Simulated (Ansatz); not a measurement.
Program: Ansatz 0.2.0.

A structure relaxed at PBE0-D4/def2-TZVP, charge 0, multiplicity 1:

```
atom   x (Å)   y (Å)   z (Å)
  N1  -1.047  -1.563   0.201
 Ti2   0.000   0.001  -0.001
  N3   1.435  -0.329  -1.192
  N4  -1.110   1.376  -0.680
  N5   0.721   0.515   1.672
  H6  -2.003  -1.546   0.529
  H7  -0.794  -2.498  -0.082
  H8   2.292  -0.783  -0.907
  H9   1.513  -0.009  -2.145
 H10  -1.168   2.325  -0.342
 H11  -1.809   1.218  -1.393
 H12   1.521   1.127   1.761
 H13   0.449   0.166   2.578
```

Question: Give its formula and SMILES.

Answer: H8N4Ti, `[NH2][Ti]([NH2])([NH2])[NH2]`.

Question: Point group (tolerance 0.08 Å, 0.16 Å for H)?

Answer: S4.

Question: Summarise the bond lengths by kind.

Answer: 4 × N–Ti 1.893 Å; 8 × H–N 1.009 to 1.011 Å.
